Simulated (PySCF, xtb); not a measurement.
isopropylamine (C3H9N), SMILES CC(C)N. One conformer was computed; it need not be the lowest.

Harmonic wavenumbers (cm⁻¹) from GFN2-xTB run with xtb at its own minimum, in rising order: 181, 225, 260, 362, 384, 463, 873, 912, 940, 974, 1011, 1037, 1169, 1197, 1225, 1336, 1351, 1401, 1411, 1485, 1493, 1494, 1504, 1565, 2761, 3027, 3029, 3040, 3045, 3048, 3052, 3391, 3420.

Question: What does B3LYP-D3(BJ)/def2-SVP in PySCF 2.14.0 give at its own minimum? (An estimate is asked for; the answer gives what the named calculation found.)

Answer: 227, 276, 298, 368, 409, 479, 828, 841, 927, 961, 998, 1039, 1160, 1201, 1260, 1369, 1375, 1402, 1411, 1459, 1465, 1468, 1484, 1634, 2907, 3022, 3026, 3100, 3102, 3116, 3121, 3480, 3556. Paired by order, the mean absolute difference is 38 cm⁻¹ and the zero-point energies are 74.4 and 75.4 kcal/mol.
